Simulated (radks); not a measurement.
Q: The mean radii <r> (bohr) of the occupied orbitals of an atom or ion are listed with their occupations. All-electron calculation, scalar-relativistic Kohn-Sham, LB94 model potential, spin-polarised, spherical densities, finite nucleus; Fermi nuclear charge, rms radius of each element as measured or else 0.836 A^(1/3) + 0.57 fm. Program: a radial shooting solver on a logarithmic mesh with Libxc functionals.

orbital  occ.      <r>
1s          2  0.02826
2s          2   0.1156

Name the element and its charge. Open shells, if any, are filled with parallel spins first.

A: Z = 51, antimony, charge +47: Sb47+ in [He] 2s2. The 1s radius gives Z: for a bare nucleus <r> = (2 gamma + 1)/(2Z) with gamma = sqrt(1 - (Z/c)^2), 0.028 bohr for Z = 51, and screening makes it slightly larger (0.02826 here). The occupations add up to 4, and the charge is Z minus that.
